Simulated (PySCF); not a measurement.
Polarisability and C₆ of Se²⁺ (selenium, charge +2)

[Ar] 3d10 4s2 4p2, high-spin 3P determinant. Calculation: PySCF 2.14, in def2-QZVPPD; the non-relativistic Hamiltonian (point nucleus). Coupled (time-dependent) response in atomic units; α is the mean over directions.

| method | mean α (bohr³) | α xx, yy, zz | C₆ (like pair) | S(−4) |
| --- | --- | --- | --- | --- |
| CAM-B3LYP | 9.446 | 9.462, 9.439, 9.439 | 44.39 | 24.87 |

S(−4) is the Cauchy moment in α(ω) = α(0) + S(−4) ω² + …

Spin-orbit coupling is absent.

α(iu) at CAM-B3LYP:

```json
{"u (hartree)": "0", "α(iu) (bohr³)": "9.446"}
{"u (hartree)": "0.0500", "α(iu) (bohr³)": "9.385"}
{"u (hartree)": "0.100", "α(iu) (bohr³)": "9.205"}
{"u (hartree)": "0.200", "α(iu) (bohr³)": "8.557"}
{"u (hartree)": "0.300", "α(iu) (bohr³)": "7.674"}
{"u (hartree)": "0.500", "α(iu) (bohr³)": "5.828"}
{"u (hartree)": "0.750", "α(iu) (bohr³)": "4.050"}
{"u (hartree)": "1.00", "α(iu) (bohr³)": "2.906"}
{"u (hartree)": "1.50", "α(iu) (bohr³)": "1.705"}
{"u (hartree)": "2.00", "α(iu) (bohr³)": "1.148"}
{"u (hartree)": "3.00", "α(iu) (bohr³)": "0.6614"}
{"u (hartree)": "5.00", "α(iu) (bohr³)": "0.3362"}
```

A single London oscillator, α(iu) = α/(1 + u²/ω²), gives C₆ = (3/4) ω α². Matching the computed C₆ needs ω = 4 × 44.39 / (3 × 9.446²) = 0.663 hartree.

For an ion, C₆ is the dispersion term alone; charge-induced terms of lower order in 1/R come first.

The components differ because the open shell of this determinant is not spherical; for a pure term their mean is the scalar polarisability.
